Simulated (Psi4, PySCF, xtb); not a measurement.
Intermolecular potential of H2 ··· HF (SMILES [H][H] and F). Monomers: optimised at B3LYP-D3(BJ) (def2-TZVP), held rigid. Orientation: a random orientation, not optimised. The monomers approach along the line of their centres of mass (distance R); nothing else relaxes.

Geometry at R = 2.89 Å (first 2 atoms: monomer A):
```
4

H      0.3719     0.0000     0.0000
H     -0.3719     0.0000     0.0000
F      2.1149    -0.9926     1.7091
H      1.8280    -0.3633     2.3226
```

- RMP2/3-21G = restricted MP2 (frozen core)/3-21G, no counterpoise correction in PySCF
- GFN1-xTB (xtb)
- RHF/3-21G = restricted Hartree-Fock/3-21G, no counterpoise correction (PySCF)
- CCSD(T)/aug-cc-pVDZ = DF-CCSD(T)/aug-cc-pVDZ, frozen core, counterpoise-corrected (Psi4 1.11)

Interaction energies in kJ/mol; the last columns give the difference from CCSD(T):

```csv
R / Å,RMP2/3-21G,GFN1-xTB,RHF/3-21G,CCSD(T)/aug-cc-pVDZ,RMP2/3-21G − CCSD(T)/aug-cc-pVDZ,GFN1-xTB − CCSD(T)/aug-cc-pVDZ,RHF/3-21G − CCSD(T)/aug-cc-pVDZ
2.26,-3.15,9.03,1.82,14.16,-17.31,-5.12,-12.34
2.52,-8.59,1.61,-5.09,4.25,-12.84,-2.64,-9.34
2.70,-8.17,-0.06,-5.67,1.42,-9.59,-1.47,-7.09
2.89,-6.30,-0.59,-4.70,0.06,-6.36,-0.64,-4.76
3.07,-4.32,-0.63,-3.37,-0.47,-3.86,-0.16,-2.90
3.26,-2.63,-0.53,-2.12,-0.63,-1.99,0.11,-1.49
3.56,-1.05,-0.35,-0.90,-0.59,-0.46,0.24,-0.31
3.89,-0.38,-0.23,-0.35,-0.44,0.06,0.21,0.09
4.35,-0.14,-0.13,-0.14,-0.27,0.13,0.13,0.13
5.11,-0.06,-0.06,-0.06,-0.12,0.06,0.06,0.06
6.08,-0.03,-0.02,-0.03,-0.05,0.02,0.03,0.02
7.42,-0.01,-0.01,-0.01,-0.02,0.01,0.01,0.01
```

RMP2/3-21G is furthest from CCSD(T)/aug-cc-pVDZ at 2.26 (-17.31 kJ/mol, below); its mean absolute difference over the points is 4.39 kJ/mol.

GFN1-xTB is furthest from CCSD(T)/aug-cc-pVDZ at 2.26 (-5.12 kJ/mol, below); its mean absolute difference over the points is 0.90 kJ/mol.

RHF/3-21G is furthest from CCSD(T)/aug-cc-pVDZ at 2.26 (-12.34 kJ/mol, below); its mean absolute difference over the points is 3.21 kJ/mol.
